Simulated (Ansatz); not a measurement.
Ansatz results at the PBE0-D4/def2-TZVP geometry: LUMO energy (PBE0/def2-TZVPP) -1.72 eV; HOMO–LUMO gap (ωB97M-V/def2-TZVPP) 11.30 eV; HOMO–LUMO gap (PBE/def2-TZVPP) 4.66 eV.

Q: Which molecule gave them?
A. `[CH3][Hf]([Cl])([Cl])[Cl]`
B. `[NH2][Hf]([F])([Cl])[Cl]`
C. `[F][Hf]([F])([Br])[Br]`
D. `C[S][Hf]([OH])([F])[Cl]`

A: A. The others give `[F][Hf]([F])([Br])[Br]`: -1.87, 11.40, 5.13; `C[S][Hf]([OH])([F])[Cl]`: -1.47, 9.88, 3.70; `[NH2][Hf]([F])([Cl])[Cl]`: -1.25, 11.36, 4.76.
